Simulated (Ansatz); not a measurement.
`F[SiH2][O][GeH3]` + `BC(=C)O` → `BC(=C)[O][GeH3]` + `O[SiH2]F`  (ligand exchange at a Ge–O bond)

Computed with Ansatz on PBE0-D4/def2-TZVP structures; ΔE is electronic, products minus reactants. CCSD(T)/CBS is the MP2 limit (def2-TZVPP, def2-QZVPP) plus CCSD(T) − MP2 in def2-TZVPP, frozen cores. DFT in def2-TZVPP. B3LYP here is the variant with VWN-RPA as its local correlation; programs differ in this. For Ge outer-core shells are correlated without core-valence functions, which leaves a few kJ/mol of doubt a bond. Scalar relativity is left out up to krypton. Each species was taken in one conformer, which may not be the lowest.

| level | ΔE (kJ/mol) | difference from CCSD(T)/CBS |
| --- | --- | --- |
| r2SCAN-D4 | 20.1 | 1.1 |
| ωB97X-V | 21.0 | 2.0 |
| ωB97M-V | 20.1 | 1.1 |
| PBE | 19.6 | 0.6 |
| B3LYP | 23.1 | 4.1 |
| HF/def2-TZVPP | 30.4 | 11.4 |
| MP2/def2-TZVPP | 16.8 | -2.2 |
| CCSD(T)/def2-TZVPP | 18.9 | -0.1 |
| SCS-MP2/def2-QZVPP | 20.1 | 1.1 |
| CCSD/CBS(def2) | 21.2 | 2.2 |
| CCSD(T)/CBS | 19.0 | 0 |

Largest T1 diagnostic among the species: 0.013.

The D4 term adds −3.0 kJ/mol with B3LYP and −1.6 kJ/mol with PBE0; it sums over pairs of atoms, weighted by their polarisabilities, and B3LYP, whose exchange is more repulsive, gets the larger term. In def2-TZVPP, CCSD(T) changes the Hartree–Fock value by −11.6 kJ/mol (the triples alone add −2.2 kJ/mol) and MP2 by −13.6 kJ/mol.
